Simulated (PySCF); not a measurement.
Species: C₂H₁₃NOSi₃.
SMILES: `CN(C)[SiH2][SiH2]O[SiH3]`

Torsions of this conformer, `[CH3:1][N:2]([CH3:3])[SiH2:4][SiH2:5][O:6][SiH3:7]`: C1–N2–Si4–Si5 -45°, N2–Si4–Si5–O6 -175°, Si4–Si5–O6–Si7 178°.

The closed-shell ground state was solved at several levels (PySCF, density fitting, gas phase, non-relativistic). Isolated species at its PBE0-D3(BJ)/def2-SVP geometry (one conformer only).

```
         level  basis functions  HOMO (eV)  LUMO (eV)  gap (eV)  dipole (D)
B97-2/pcSseg-1              205      -6.08      -0.46      5.62        1.19
 PBE0/pcSseg-1              205      -6.31      -0.51      5.80        1.20
```

Question: Estimate the row for PBE0/def2-SVPD, a basis of 259 functions; the other rows only guide the guess.

Answer: HOMO -6.34 eV, LUMO -0.61 eV, gap 5.73 eV, dipole 1.15 D.

Question: Over all these levels, which gives the widest orbital gap and which the narrowest?

Answer: PBE0/pcSseg-1 (global hybrid, 25 % exact exchange) has the widest, 5.80 eV, and B97-2/pcSseg-1 (global hybrid, 21 % exact exchange) the narrowest, 5.62 eV. The two share the basis. From the narrowest to the widest the HOMO moves by -0.23 eV and the LUMO by -0.05 eV.

Question: How far do the dipole and the HOMO energy spread over the levels?

Answer: The dipole runs from 1.15 to 1.20 D (mean 1.18 D) and the HOMO from -6.34 to -6.08 eV.
